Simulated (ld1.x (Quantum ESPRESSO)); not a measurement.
**Configuration tests for Pd (TM)**

* Element: Pd
* Generator: ld1.x (Quantum ESPRESSO) 7.5
* Type: norm-conserving Troullier–Martins (Kleinman–Bylander form)
* Functional: PBE
* Relativity: scalar-relativistic
* Frozen core: [Ar] 3d10 4s2
* Valence charge: 16
* Reference configuration: 4p6 4d10 5s0 5p0
* Partial waves: 5s (bound, empty): rc 1.95 bohr; 4d (bound): rc 1.90 bohr; 4p (bound): rc 1.15 bohr
* Local potential: the p channel
* Core correction: none

Energies are relative to the spin-unpolarised reference configuration 4p6 4d10 5s0 5p0; without spin polarisation the order of configurations can differ from experiment.

| valence configuration | charge | ΔE all-electron (eV) | error AE − PS (meV) |
| --- | --- | --- | --- |
| 4p6 4d8 5s0 5p0 | +2 | 29.934 | -0.7 |
| 4p6 4d7 5s0 5p0 | +3 | 64.293 | -3.9 |
| 4p6 4d9 5s0 5p1 | 0 | 5.239 | +15 |
| 4p6 4d9.5 5s0 5p0 | +0.5 | 3.234 | +0.3 |
| 4p6 4d9 5s1 5p0 | 0 | 1.501 | -13 |
| 4p6 4d8 5s1 5p0 | +1 | 13.640 | -67 |

(1) What are ΔE and the potential's error for 4p6 4d9 5s0 5p0?

Levels in the configuration 4p6 4d8 5s0 5p0:

```json
{"level": "4p", "all-electron (eV)": "-76.095", "pseudo (eV)": "-76.118"}
{"level": "4d", "all-electron (eV)": "-27.326", "pseudo (eV)": "-27.326"}
```

Note: ghost state, extra bound levels that the all-electron valence spectrum of the same l lacks: s at -23.7 eV. A true bound ghost makes a file unfit for plane-wave use.

Answers

(1) ΔE = 9.115 eV all-electron; the error (AE − PS) is +0.4 meV.

ld1.x printed “convergence not achieved” for 2 of the counted tests; their residual had stalled under 1e-8, short of the target of 1e-14.
